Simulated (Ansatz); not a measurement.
Cl⁻ ··· CH₄S

The pair of Cl⁻ (SMILES [Cl-], atom 1) and CH₄S (SMILES CS, atoms 2–7), both closed shells, in one local arrangement (a lower one may exist), relaxed at PBE0-D4/def2-TZVPD:

```
atom    x (Å)    y (Å)    z (Å)
 Cl1  -0.1198  -0.2931  -2.7754
  C2   0.3829   0.1055   0.7948
  S3  -1.3738  -0.0455   0.3811
  H4   0.9360   0.0367  -0.1447
  H5   0.6977  -0.6993   1.4624
  H6   0.5918   1.0661   1.2703
  H7  -1.1148  -0.1704  -0.9884
```

Program: Ansatz 0.2.0. Basis: def2-TZVPPD, with def2-QZVPPD for the basis limit. Cores are frozen in the correlated methods. B3LYP uses VWN-RPA correlation. Extrapolation: Hartree–Fock as exp(−7.88 √X), correlation as X^−2.97. Interaction energies count from these two fragments, frozen as in the pair, with the counterpoise correction; negative means bound.

(1) What is the interaction energy by CCSD(T) at an estimated basis limit (MP2 extrapolated from triple and quadruple zeta, plus CCSD(T) − MP2 in triple zeta)? (Judge from chemistry; the value comes from the calculation.)

(2) Which atoms make the shortest contact between the fragments?

The T1 diagnostic stays at or below 0.010.

Answers

(1) Computed: -63.3 kJ/mol. Hartree–Fock alone gives -34.8 kJ/mol at the basis limit. It counts from the two fragments frozen as in the pair.

The same quantity by other methods in triple zeta, and each one's difference from that estimate:
```
   method  E_int (kJ/mol)  difference
   PBE-D4           -74.7       -11.5
revPBE-D4           -72.6        -9.4
  BLYP-D4           -67.7        -4.4
r2SCAN-D4           -71.6        -8.4
   B97M-V           -65.2        -1.9
  PBE0-D4           -70.8        -7.6
 B3LYP-D4           -66.0        -2.8
 HSE06-D4           -71.0        -7.7
  wB97X-V           -61.9         1.3
  wB97M-V           -61.2         2.1
   B2PLYP           -58.6         4.7
       HF           -34.6        28.6
      MP2           -63.2         0.1
     CCSD           -53.2        10.1
  CCSD(T)           -57.8         5.5
```
Differences are method less estimate.

(2) Cl1 and H7, 2.05 Å apart.

Energy to bend the free fragments (PBE0-D4 minima) into their shapes in the pair, CCSD(T)/def2-TZVPPD: CH₄S 12.2 kJ/mol. This must be added to the interaction energy to get the binding energy from relaxed fragments.

Basis-set superposition shift (counterpoise-corrected less uncorrected): CCSD(T) 5.5; MP2 5.1; HF 0.3; PBE0-D4 0.5; wB97M-V 0.5 kJ/mol.

For scale, one of the runs: CCSD(T)/def2-TZVPPD, 207 basis functions, launched by `ansatz run in.yaml --threads 2 --pin off --events-out ev --progress --plain --max-ram 5222MiB`. Time: 41 s of wall clock on 2 CPU threads of an Intel Xeon Platinum 8488C; the host was shared. Peak host memory: 2.6 GiB.
